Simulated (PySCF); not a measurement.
Molecule: `O1C(C(=O)Cl)=CC=C1`, C₅H₃ClO₂.

Atom-mapped SMILES (the numbers label the heavy atoms): `[O:1]=[C:2]([Cl:3])[c:4]1[cH:5][cH:6][cH:7][o:8]1`. Hydrogens are named by the atom that carries them.

Geometry PBE0-D3(BJ)/def2-SVP throughout; GIAO in PySCF 2.14.0 with density-fitted response routines, gas phase, one conformer, non-relativistic; equivalent atoms averaged; functional PBE0.

For orientation, def2-TZVP gives these absolute shieldings σ: O8 20.5, C2 22.1, C4 35.6, C7 34.8, C5 60.3, C6 68.3, H(C7) 23.82, H(C5) 23.88, H(C6) 24.71 ppm.

A run gave: O8 48.0, C2 34.8, C4 50.0, C7 50.3, C5 73.6, C6 81.8, H(C7) 24.13, H(C5) 24.00, H(C6) 24.83 ppm (absolute shieldings σ).

Task: Which basis set was used in that run?
A. cc-pVTZ
B. aug-cc-pVDZ
C. IGLO-III
D. def2-SVP
E. cc-pVDZ

Result: D. H(C7) tells them apart best: def2-SVP gives 24.13, cc-pVTZ gives 23.68, aug-cc-pVDZ gives 23.59, cc-pVDZ gives 23.88, IGLO-III gives 23.70 ppm.
